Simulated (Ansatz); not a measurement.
Program: Ansatz. Geometries: PBE0-D4/def2-TZVP. ΔE: electronic, gas phase. CCSD(T)/CBS adds triple-zeta CCSD(T) − MP2 to the extrapolated MP2 energy (def2 sets, frozen cores). This one scheme is used for every species. DFT in def2-TZVPP. B3LYP here is the variant with VWN-RPA as its local correlation; programs differ in this. Each species was taken in one conformer, which may not be the lowest.

Consider the formal exchange of groups at the Si–B bond: `[SiH3]BCl` + `NC=O` → `NC(=O)[SiH3]` + `BCl`.

`[SiH3]BCl`:

Z-matrix (Å, degrees):
```
Si
B 1 2.016
H 1 1.486 2 113.0
H 1 1.490 2 108.8 3 121.4
H 1 1.490 2 109.0 3 -121.5
Cl 2 1.739 1 121.6 3 -0.7
H 2 1.194 1 122.6 3 179.4
```

`NC=O`:

```xyz
6

N    -0.079    0.661   -0.188
C     0.078   -0.628    0.183
O     0.686   -0.998    1.157
H     0.332    1.389    0.372
H    -0.597    0.906   -1.011
H    -0.420   -1.330   -0.513
```

`NC(=O)[SiH3]`:

Cartesian coordinates in Å:
```
N -0.967 0.183 -1.210
C 0.213 -0.244 -0.701
O 1.070 -0.775 -1.380
Si 0.551 -0.001 1.177
H -1.150 0.058 -2.194
H -1.664 0.619 -0.634
H 0.777 -1.341 1.768
H 1.765 0.838 1.309
H -0.594 0.662 1.864
```

`BCl`:

Cartesian coordinates in Å:
```
B -0.049 0.025 0.143
Cl 0.505 -0.262 -1.474
H -1.223 0.042 0.339
H 0.766 0.194 0.993
```

```json
{"level": "B3LYP-D4", "ΔE (kJ/mol)": "-1.4"}
{"level": "r2SCANh-D4", "ΔE (kJ/mol)": "1.9"}
{"level": "r2SCAN", "ΔE (kJ/mol)": "1.7"}
{"level": "CAM-B3LYP", "ΔE (kJ/mol)": "-1.4"}
```

(1) What does CCSD(T)/CBS give? (Best estimate.)

Largest T1 diagnostic among the species: 0.016.

Answers

(1) Computed: -1.2 kJ/mol. The listed levels differ from it by -0.2, 3.1, 2.9, -0.2 kJ/mol.

At CCSD(T), def2-SVP lies +4.5 kJ/mol from the extrapolated value and def2-TZVPP +1.2 kJ/mol. Leaving LDA and LC-ωPBE aside and taking each functional with its dispersion term where it has one, the values, not all of them listed here, spread over 10.8 kJ/mol, from ωB97M-V to B97M-V.
